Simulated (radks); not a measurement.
Task: Coherent X-ray form factor from a spherical all-electron density. All-electron calculation, non-relativistic Kohn-Sham, Slater X-alpha with alpha = 0.981, spin-polarised, spherical densities, point nucleus. Program: a radial shooting solver on a logarithmic mesh with Libxc functionals.

sin(theta)/lambda (1/angstrom),f0 (electrons)
0.05,45.423
0.1,43.801
0.15,41.412
0.2,38.596
0.25,35.661
0.3,32.829
0.4,27.942
0.5,24.269
0.6,21.610
0.8,18.025
1,15.283
1.25,12.198
1.5,9.636
2,6.554

The species is in the configuration that NIST lists as its ground one. Which atom or ion scatters so?

Result: The silver ion Ag+, [Kr] 4d10. Extrapolating in s^2 from the first two rows gives f0(0) = 46.0, near the electron count 46; among species with that count, the fall with angle is slower the higher Z, and the table is that of Z = 47; from so few rows the species is fixed only to a neighbour or two.
